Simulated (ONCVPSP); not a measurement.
**Ar (Z = 18), ONCV: configuration errors across variants**

- Element: Ar (Z = 18)
- Generator: ONCVPSP 4.0.1
- Type: optimised norm-conserving Vanderbilt (ONCV)
- Functional: PBEsol
- Relativity: scalar-relativistic
- Frozen core: [Ne]
- Valence charge: 8
- Reference configuration: 3s2 3p4 (charge +2)
- Partial waves: 3s: rc 1.25 bohr, ncon 4, nbas 8, qcut 4.6 1/bohr, 2 projectors, debl 2.2 Ha; 3p: rc 0.95 bohr, ncon 5, nbas 10, qcut 7.7 1/bohr, 2 projectors, debl 2.3 Ha; d scattering state at 0.02 Ha: rc 1.00 bohr, ncon 4, nbas 8, qcut 10.9 1/bohr, 3 projectors, debl 1.7 Ha
- Local potential: polynomial inside 0.95 bohr (lpopt 5, dvloc0 0 Ha)
- Core correction: none

In the d channel the program set the typed energies aside and used 0.050, 1.750, 3.450 Ha.

All-electron excitation energies from the reference (eV): (1) 3s2 3p6 -44.618; (2) 3s2 3p5 -28.604; (3) 3s2 3p3 42.522; (4) 3s2 3p2 100.095.

A true bound ghost makes a file unfit for plane-wave use even where its test errors are small: the radial tests pick states by their node count and pass the ghost by.

Errors AE − PS in meV (a dash: test not solved or not reliable):

```csv
change,(1),(2),(3),(4),bound ghosts,GHOST(+) flags above zero
base,+15,+7.1,+11,+72,p,"s, d"
s: qcut 3; p: qcut 5.1; d: qcut 7.2,+22,+9.5,+14,+89,"p, d",s
s: qcut 3.4; p: qcut 5.7; d: qcut 8.1,+21,+9.4,+14,+88,"p, d",s
s: qcut 3.9; p: qcut 6.5; d: qcut 9.2,+16,+7.6,+12,+77,p,"s, d"
p: qcut 7.6; d: qcut 10.8,+15,+7.2,+11,+72,p,"s, d"
s: qcut 5.1; p: qcut 8.6; d: qcut 12.2,+14,+6.9,+9.9,+68,p,"s, d"
s: qcut 5.4; p: qcut 9.1; d: qcut 12.8,+14,+6.8,+9.6,+66,p,s
s: qcut 6; p: qcut 10; d: qcut 14.1,+14,+6.7,+9.4,+65,p,s
s: qcut 6.4; p: qcut 10.7; d: qcut 15.2,+14,+6.6,+9.3,+64,p,s
s: qcut 6.7; p: qcut 11.2; d: qcut 15.8,+13,+6.5,+9.1,+64,p,s
```

(1) Give the same row for: s: qcut 4.3; p: qcut 7.2; d: qcut 10.2.

Answers

(1) +15, +7.3, +11, +74; bound ghosts: p; GHOST(+) flags above zero: s, d.
